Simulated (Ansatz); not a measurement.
doublet BeLi: levels of theory in one basis

```yaml
atoms:
  - { symbol: Li, position_ang: [0.0154, -0.0476, -1.2971] }
  - { symbol: Be, position_ang: [-0.0259, -0.0061, 1.3405] }
```

Basis set: def2-SVP (spherical functions). All electrons are correlated. Correlation on ROHF uses semicanonical orbitals with singles. Charge 0, multiplicity 2.

Computed with Ansatz (development build ahead of 0.2.0); each method stands on the lowest determinant of its kind that the runs found.

| method | E − E(ROHF) (eV) | <S²> of the determinant |
| --- | --- | --- |
| ROHF | 0.00 | 0.75 |
| UHF | -0.15 | 0.87 |
| ROHF-MP2 | -0.70 | – |
| UHF-MP2 | -0.75 | 0.87 |
| ROHF-CCSD(T) | -1.31 | – |
| UHF-CCSD(T) | -1.31 | 0.87 |

Caution for UHF, UHF-MP2, UHF-CCSD(T): the unrestricted determinant is spin contaminated.
